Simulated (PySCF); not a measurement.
**Worked example: entropy of an ideal gas**

C₂H₅S, SMILES [CH2]SC, multiplicity 2.

Coordinates come from a PBE-D3(BJ)/def2-TZVP optimisation. The isomer is the one that the SMILES or the coordinates give; other isomers of the formula were not compared.

PySCF with PBE-D3(BJ)/def2-TZVP gives the harmonic wavenumbers 135, 182, 289, 348, 697, 845, 864, 925, 993, 1292, 1352, 1410, 1427, 2975, 3056, 3080, 3097, 3219 cm⁻¹ and the rotational temperatures 1.0001, 0.3882, 0.2910 K. The molar mass is 61.12 g/mol, the symmetry number 1, the spin multiplicity 2.

### Question
Work out the entropy at 298.15 K and 1 atm in the rigid-rotor, harmonic-oscillator model.

### Answer

Translation (Sackur–Tetrode at 1 atm): S = R[1.5 ln M + 2.5 ln T − 1.16487] = 160.0 J/(mol K).
Rotation: q = (√π/σ) T^1.5/√(θA θB θC) = 27100, S = R[ln q + 3/2] = 97.4 J/(mol K).
Vibration: with u = 1.4388 ν/T, each mode gives R[u/(e^u − 1) − ln(1 − e^−u)]:
| ν (cm⁻¹) | modes | u | S (J/(mol K)) |
|---|---|---|---|
| 135 | 1 | 0.65 | 12.02 |
| 182 | 1 | 0.88 | 9.66 |
| 289 | 1 | 1.39 | 6.19 |
| 348 | 1 | 1.68 | 4.92 |
| 697 | 1 | 3.36 | 1.30 |
| 845 | 1 | 4.08 | 0.73 |
| 864 | 1 | 4.17 | 0.67 |
| 925 | 1 | 4.46 | 0.53 |
| 993 | 1 | 4.79 | 0.40 |
| 1292 | 1 | 6.23 | 0.12 |
| 1352 | 1 | 6.52 | 0.09 |
| 1410 | 1 | 6.80 | 0.07 |
| 1427 | 1 | 6.89 | 0.07 |
The stiffer modes add less than 0.005 each. Sum 36.8 J/(mol K).
Spin: R ln 2 = 5.8 J/(mol K).
Total 299.9 J/(mol K); the program's own thermochemistry gives 299.9. Translation makes up 53 % and vibration 12 %. Anharmonicity, hindered rotation and orbital degeneracy are left out.
